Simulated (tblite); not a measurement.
Calculated harmonic vibrations of the isolated species, GFN2-xTB (tblite), most abundant isotopes, no scaling. Against measured fundamentals such values can be off by several per cent, at times by over 20. Modes of hydrogen on silicon and sulfur can be 10 to 20 % off. One conformer each. Open shells enter through the occupations alone, without spin polarisation, and single modes of such species can be off by tens of per cent. Thermal functions are those of the rigid rotor and harmonic oscillator, without mixing of conformers.

Problem. Order these by their ideal-gas entropy at 200 K and 1 bar, highest first (J/(mol K)).
A. `c1ccc(-n2ccnn2)cc1C`
B. `c1cc(C2CC2)n2nncc2c1`
C. `C=C/[C]=N/[SiH2]S` [radical]
D. `c1[s+]cc(cc1CC)C#N`
E. `O=C=NC1=CC=C(F)C=C1`

Solution. A (373.1), D (360.7), C (355.1), B (343.6), E (332.2).

```tsv
SMILES	atoms	mass (u)	symmetry number	modes under 300 cm⁻¹	ZPE (kJ/mol)	S translation (J/(mol K))	S rotation	S vibration	S spin	S	Cp
Cc1cccc(-n2ccnn2)c1	21	159.08	1	6	427.3	163.8	122.7	86.7	0.0	373.1	117.7
CCc1c[s+]cc(C#N)c1	18	150.04	1	7	356.3	163.1	122.0	75.7	0.0	360.7	118.5
C=C/[C]=N/[SiH2]S	12	116.00	1	7	195.4	159.8	114.3	75.2	5.8	355.1	108.8
c1cc(C2CC2)n2nncc2c1	21	159.08	1	6	431.3	163.8	121.8	58.0	0.0	343.6	108.7
O=C=Nc1ccc(F)cc1	14	137.03	1	3	243.7	161.9	118.4	51.9	0.0	332.2	99.5
```

Entropies and Cp are for 200 K and 1 bar.
